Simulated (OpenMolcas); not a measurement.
An OpenMolcas run meant for Ge II (ANO-RCC-VQZP, DKH4; inactive shells 1s 2s 2p 3s 3p 3d; intended active space 3 electrons in 9 orbitals (RAS2 4s 4p; RAS3 4d, at most 2 electrons)). One step of its input:

```
&CASPT2
Multistate=3 1 2 3
Frozen=3 6
IPEA=0.25
Shift=3.0
MaxIter=60
WThr=0.0 0.3 0.05
PrWF=0.5
NoMix
```

The run finished. Its levels beside those of a sound run (SS-RASPT2, IPEA 0.25 Eh, imaginary shift 0.1 Eh (closed shells correlated: 3d)), in cm⁻¹ above each run's lowest level:

```json
{"Level": "4s² 4p ²P°_1/2", "This run": "0.0", "Usual run": "0.0"}
{"Level": "4s² 4p ²P°_3/2", "This run": "1646", "Usual run": "1646"}
{"Level": "4s 4p² ⁴P_1/2", "This run": "50097", "Usual run": "50829"}
{"Level": "4s 4p² ⁴P_3/2", "This run": "50658", "Usual run": "51390"}
{"Level": "4s 4p² ⁴P_5/2", "This run": "51576", "Usual run": "52307"}
{"Level": "4s 4p² ²D_3/2", "This run": "67312", "Usual run": "67435"}
{"Level": "4s 4p² ²D_5/2", "This run": "67412", "Usual run": "67536"}
```

Task: Which setting is unsound, and how much does it matter here?

Result: The level shift is far above the usual 0.1 to 0.3 hartree and damps the second-order energy. Against the sound run the excited levels shown move by 410 cm-1 on average and by 730 cm-1 at most.

CASPT2 does not keep the components of a term degenerate, so their means are used; among the terms shown or strongly mixed into the levels shown the widest spread is 12 cm-1 (4s 4p² ²D, the sound run). Some high roots are left out of the spin-orbit mixing, which shifts the levels that they would mix with. Active for correlation alone: 4d; no level in the range computed is led by a configuration that fills it, so any true level of that kind is missing. Some terms mix strongly with configurations of 4d, whose occupation reaches 0.21 (4s 4p² ²D). Levels of configurations outside the active space are missing.

° marks odd parity.
